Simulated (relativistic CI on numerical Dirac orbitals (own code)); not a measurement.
# Spin-allowed bands of a d2 ion in an octahedral site, by hand

Problem. Take Δ = 11300 cm⁻¹ and B = 920 cm⁻¹ for a d2 ion in an octahedral site. Calculate the three spin-allowed bands.

Working.
1. The terms of highest spin are 3F (energy 0) and 3P (15B = 13800 cm⁻¹). Here the F term splits into A2 at +1.2Δ = 13560, T2 at +0.2Δ = 2260 and T1 at −0.6Δ = -6780 cm⁻¹.
2. The two T1 states mix through the element 0.4Δ: H = [[-6780, 4520], [4520, 13800]], with roots ½(H₁₁ + H₂₂) ∓ ½√[(H₂₂ − H₁₁)² + 4H₁₂²] = ½(7020) ∓ ½(22478) = -7729 and 14749 cm⁻¹.
3. The ground term is 3T1 at -7729 cm⁻¹.
4. Bands: 3T2 9989 cm⁻¹ (1001 nm), 3A2 21289 cm⁻¹ (470 nm), 3T1(P) 22478 cm⁻¹ (445 nm).

Check. Exact diagonalisation of the whole d2 shell with these parameters gives 3T2 9989, 3A2 21289, 3T1 22478 cm⁻¹. The match is exact, since without spin-orbit coupling no other term has this spin. The ratio of the second band to the first, 2.131, depends on Δ/B = 12.3 alone, which is how a Tanabe-Sugano diagram is read.
